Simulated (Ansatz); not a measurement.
A structure relaxed at r2SCAN-D4/def2-SVP in Ansatz, charge 1, doublet:

```xyz
4

Mg    0.0395    0.8743    0.8400
Mg    0.0027   -2.4213   -2.3480
Br   -1.2103    2.1386    2.3091
Br    1.1681   -0.5916   -0.8011
```

Task: Give its formula and point group.

Result: the cluster Mg2Br2⁺. Point group Cs (tolerance 0.1 Å).

Task: Summarise the bond lengths by kind (pairs closer than 1.2 times the sum of covalent radii, bridged metal pairs left out).

Result: 3 × Br–Mg 2.31 to 2.66 Å.

Another isomer (doublet) lies 0.16 eV lower at PBE0-D4/def2-TZVP; other spin states weren't run for this one.
